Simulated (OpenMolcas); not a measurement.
Tc5+ among 6 point charges of -1 e arranged as a tetragonal octahedron (D4h), 2.16 Å from the ion, with the axial distance 2.441 Å.

```yaml
Program: OpenMolcas 26.06
Method: CASSCF
Basis: ANO-RCC-VTZP [7s6p4d2f1g]
Scalar_Hamiltonian: DKH2, point nucleus
Active_space: 2 electrons in 5 orbitals (4d)
State_averaging: 2S+1 = 3 even, 10 roots; 2S+1 = 1 even, 15 roots
Spin-orbit_coupling: RASSI with atomic mean-field integrals over the reference wave functions
```

(1) What is the spin-free ground state (labels of D4, the rotations of D4h)?

(2) Where is the first state of the same spin?

(3) What are the lowest two levels with spin-orbit coupling?

(4) What is χT at 300 K, and how does it compare with the textbook value?

Results:

(1) 3A2, 1-fold in its orbital part, 99 % from free-ion F terms; it has the highest spin that d2 allows.

(2) 3E at 559 cm-1 above the ground state.

(3) A 1-fold level A1, then a 2-fold level E 515.9 cm-1 above it. Their leading multiplicities are 3 (99 %) and 3 (99 %).

(4) The lowest level has 2S+1 = 3, for which the spin-only value is χT = S(S+1) / 2 = 1.000 cm3 K/mol (g = 2). The computed 0.169 at 300 K differs by -0.831, through orbital momentum, spin-orbit coupling and any other state in reach.

Spin-orbit coupling mixes the spin-free states strongly: the lowest level takes only 55 % from its leading state, 3A2. Without dynamic correlation the repulsion within the d shell is too large (B by tens of per cent), so at a given field states of lower spin stand too high. The ground term spreads over less than 5000 cm-1, several times less than with real ligands, so orbital moments are less quenched and χT lies further from the spin-only value than at real sites. This is an electrostatic model: the charges have no orbitals. No measured value stands beside these numbers.
